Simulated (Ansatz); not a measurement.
Born–Oppenheimer molecular dynamics of FGaH$_{4}$ (6 atoms, charge 0, multiplicity 1). It starts at the highest image of a converged band, a first-order saddle point between two minima.

Computed with RKS PBE/def2-SVP in Ansatz.

| Property | Result |
| --- | --- |
| ensemble | NVE (velocity Verlet) |
| time step | 0.5 fs |
| steps asked | 200 |
| starting velocities drawn for | 100 K |
| seed | 4643 |

First frame:

```xyz
6
Properties=species:S:1:pos:R:3
Ga 0.010 -0.150 -0.074
H 0.017 -0.002 1.704
H 1.438 0.159 -0.634
H -1.437 0.096 -0.616
F 0.059 -1.975 0.815
H 0.042 -1.041 1.557
```

**Question.** What does the run give?

**Answer.** All steps were run.

```json
{
  "steps done": "200",
  "time covered": "100 fs",
  "mean temperature over the second half": "215 K",
  "spread of the potential energy over the second half": "7.2 meV per atom",
  "mean potential energy of the second half above the start": "-9.9 meV per atom"
}
```

The conserved energy stayed within 0.038 meV per atom of its start (net change 0.033 meV per atom), so the integration is sound. The system heated up, since it started high on the potential surface and ran downhill. A run of 0.1 ps of so small a system gives no equilibrium averages. The orbitals stay closed-shell, which can raise the energy where a bond breaks towards radicals; this wasn't checked here.

**Question.** What happens to the structure?

**Answer.** The step under study would form Ga1–F5, H2–H6 and break Ga1–H2, F5–H6. These pairs go: Ga1–F5 2.03 → 2.66 Å, H2–H6 1.05 → 2.95 Å, Ga1–H2 1.78 → 1.55 Å, F5–H6 1.19 → 0.92 Å. In the last frame they stand as before the step (other bonds may differ from the relaxed reactants and products). Also parted: Ga1–H6 1.86 → 3.17 Å. It ends as FH + GaH3. Pairs count as bonded within 1.25 times the sum of covalent radii (0.12 Å more for H–H). This is one draw of velocities; another would differ in detail.

**Question.** How do temperature and energy run in time?

**Answer.** 
```csv
time (fs),T (K),potential energy less start (eV),conserved less start (meV/atom)
0.0,100,0.000,0.00
8.0,45,0.029,0.01
16.0,76,0.012,0.01
24.0,95,0.002,0.02
32.0,217,-0.060,0.01
40.0,296,-0.101,0.02
48.0,342,-0.125,0.02
56.0,297,-0.102,0.01
64.0,261,-0.083,0.02
72.0,215,-0.060,0.03
80.0,182,-0.042,0.03
88.0,143,-0.022,0.03
96.0,106,-0.003,0.01
```

Run time: 4 min on 1 thread of Arm Neoverse V1, on a shared host, peak memory 0.1 GiB.
